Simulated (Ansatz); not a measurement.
C$_{4}$H$_{12}$NbO$_{4}$ (SMILES C[O][Nb+]([O]C)([O]C)[O]C), charge +1, singlet, at a GFN2-xTB geometry (such geometries of metal compounds can be far from the true shape) (the multiplicity is a formal guess) (core potentials on Nb). Base run: B3LYP/def2-SV(P) (Ansatz, a program for electronic structure).

Ansatz was given this input:
Ansatz 0.2 input:
```yaml
crystal:
  periodic: [false, false, false]
  atoms:
    - {symbol: Nb, position_ang: [-0.00005262, 0.00011392, 0.00032409]}
    - {symbol: O, position_ang: [-1.47219446, 0.32120973, 0.92316913]}
    - {symbol: C, position_ang: [-2.63098894, 0.57686600, 1.65307322]}
    - {symbol: H, position_ang: [-2.52886818, 1.53397470, 2.18084728]}
    - {symbol: H, position_ang: [-3.49065436, 0.62585302, 0.97221725]}
    - {symbol: H, position_ang: [-2.78977410, -0.22693401, 2.38360706]}
    - {symbol: O, position_ang: [-0.42929169, -0.63934328, -1.58991579]}
    - {symbol: C, position_ang: [-0.77103677, -1.14547962, -2.84211624]}
    - {symbol: H, position_ang: [-0.77417333, -0.33173648, -3.57888426]}
    - {symbol: H, position_ang: [-0.03953021, -1.90680968, -3.14262749]}
    - {symbol: H, position_ang: [-1.76981549, -1.59848655, -2.79497390]}
    - {symbol: O, position_ang: [0.98993774, -1.18279244, 0.86242109]}
    - {symbol: C, position_ang: [1.77131540, -2.11544460, 1.54127424]}
    - {symbol: H, position_ang: [2.42326197, -2.63679800, 0.82842656]}
    - {symbol: H, position_ang: [2.38763040, -1.60241083, 2.29090424]}
    - {symbol: H, position_ang: [1.12119378, -2.84496943, 2.04137386]}
    - {symbol: O, position_ang: [0.91117948, 1.50129405, -0.19514843]}
    - {symbol: C, position_ang: [1.63115629, 2.68335904, -0.35399108]}
    - {symbol: H, position_ang: [0.96870465, 3.54243225, -0.18611142]}
    - {symbol: H, position_ang: [2.45548538, 2.71158026, 0.37035245]}
    - {symbol: H, position_ang: [2.03897230, 2.73088516, -1.37206848]}
basis:
  gaussian:
    orbitals: def2-SV_P_.json
hamiltonian:
  xc: b3lyp
total_charge: 1
```
The basis file holds def2-SV(P) in the JSON format of the Basis Set Exchange.

The base run was repeated with changes; each row names its change, and settings that it needs were set with it.

| change | ΔE vs base (mEh) |
|---|---|
| base | 0.000 |
| accuracy = high | 0.009 |
| nuclear_model = gaussian | … |
| point_charge = charge:-1.0 position_ang:-3.6683, 3.8177, 4.0683 | -85.302 |
| final_grid = 4, 8, 17 | … |
| lower_state_search = full | 0.000 |
| fitting.mean_field = def2-universal-JKFIT | … |
| lower_state_search = light | 0.000 |
| final_grid = 14, 28, 59 | 0.000 |
| final_grid = 10, 20, 41 | 0.000 |
| forces = on | 0.000 |

Fill in the missing entries.


- nuclear_model = gaussian, ΔE vs base (mEh): 0.060
- final_grid = 4, 8, 17, ΔE vs base (mEh): 0.367
- fitting.mean_field = def2-universal-JKFIT, ΔE vs base (mEh): -0.076
